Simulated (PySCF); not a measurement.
Job for PySCF: R-HF/STO-3G on CH4O3 (a complex), monomers drawn apart or pushed together.

```python
from pyscf import gto, scf, dft, mp
from pyscf.data.elements import chemcore

mol = gto.M(
    atom='''
    O     0.68714879    0.14477863    0.20756427
    H     0.35833907   -0.31763342   -0.57005566
    H    -0.07470795    0.59903684    0.61143557
    O    -1.09561784    0.64250450    3.11096030
    C    -0.44196574   -0.09226570    3.81573292
    O     0.59704104   -0.81672320    3.43012308
    H    -0.64885853   -0.24038002    4.88295342
    H     0.75231192   -0.65717300    2.46213619
    ''',
    basis='sto-3g',
    charge=0, spin=0, verbose=3, max_memory=1800)
mf = scf.RHF(mol)
mf.conv_tol = 1e-8
mf.max_cycle = 100
mf.kernel()
if not mf.converged:
    mf = mf.newton().run(mf.mo_coeff, mf.mo_occ)
```

The log:

```
converged SCF energy = -261.182285504685
```

The run converged.

Cost: around 0.12 core-seconds (rough).
